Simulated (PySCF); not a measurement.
Geometry:
```json
{"atom": "C1", "x (Å)": "-1.870", "y (Å)": "0.674", "z (Å)": "0.047"}
{"atom": "C2", "x (Å)": "-0.796", "y (Å)": "-0.090", "z (Å)": "-0.034"}
{"atom": "C3", "x (Å)": "-0.498", "y (Å)": "-1.520", "z (Å)": "-0.227"}
{"atom": "C4", "x (Å)": "0.837", "y (Å)": "-1.318", "z (Å)": "-0.167"}
{"atom": "C5", "x (Å)": "0.683", "y (Å)": "0.129", "z (Å)": "0.033"}
{"atom": "C6", "x (Å)": "1.461", "y (Å)": "1.187", "z (Å)": "0.200"}
{"atom": "Cl7", "x (Å)": "3.181", "y (Å)": "1.082", "z (Å)": "0.227"}
{"atom": "H8", "x (Å)": "-1.795", "y (Å)": "1.737", "z (Å)": "0.197"}
{"atom": "H9", "x (Å)": "-2.861", "y (Å)": "0.260", "z (Å)": "-0.035"}
{"atom": "H10", "x (Å)": "-1.125", "y (Å)": "-2.380", "z (Å)": "-0.363"}
{"atom": "H11", "x (Å)": "1.703", "y (Å)": "-1.948", "z (Å)": "-0.236"}
{"atom": "H12", "x (Å)": "1.080", "y (Å)": "2.187", "z (Å)": "0.332"}
```

Computed data (PySCF 2.14.0 with density-fitted response routines): GIAO PBE0/pcSseg-1 shieldings, structure optimised with GFN2-xTB. Single conformer, relativity neglected, gas phase.

References, each an isolated molecule treated in the same way: TMS for ¹³C and ¹H; ³⁵Cl vs HCl.

```tsv
atoms	nucleus	count	δ (ppm)
C1	¹³C	1	101.3
C5	¹³C	1	149.7
H11	¹H	1	7.43
H8	¹H	1	?
H9	¹H	1	5.02
C6	¹³C	1	?
C2	¹³C	1	?
H10	¹H	1	7.17
Cl7	³⁵Cl	1	167
H12	¹H	1	5.93
C4	¹³C	1	?
C3	¹³C	1	154.7
```

Complete the table.

Results:


- C2: 153.6 ppm, fully substituted alkene carbon; as expected for a trigonal carbon in a double bond
- C4: 152.4 ppm, alkene CH; as expected for a trigonal carbon in a double bond
- C6: 113.0 ppm, alkene CH; as expected for a trigonal carbon in a double bond
- H8: 4.98 ppm, hydrogen on a terminal =CH2 carbon; olefinic region

Carbons that carry Cl, above all several Cl atoms, come out too deshielded, partly because spin–orbit coupling is missing. Shifts are as computed. Against solution values, carbons near 30 ppm lie about +3 ppm off and those near 130 ppm about +5 ppm; carbons on Cl a further +6 ppm. Of 1211 compounds with measured shifts, 218 miss one by over three times the rms of a fit or turn the order of signals round; such compounds aren't used in these exercises.
